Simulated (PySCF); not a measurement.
Calculation: PySCF with PBE0-D4/def2-TZVP. Isolated molecules, 0 K electronic values unless said otherwise. One relaxed conformer stands for a flexible species; it need not be the lowest. Excitations are Tamm–Dancoff values on a coarser integration grid. The basis has no diffuse functions, so Rydberg states are missing or too high.

Reference species (SMILES): `O[C@@H](B)C` (neutral, multiplicity 1).

- T1 excitation (TDA) = 4.34 eV
- S1 excitation (TDA) = 4.79 eV
- HOMO–LUMO gap = 6.16 eV

Changed species: `BCOC`.

Predict the effect on the T1 excitation (TDA), S1 excitation (TDA) and HOMO–LUMO gap.

the T1 excitation (TDA) increases by 0.42 eV, to 4.76 eV; the S1 excitation (TDA) goes up by 0.21 eV, to 5.00 eV; the HOMO–LUMO gap hardly moves.
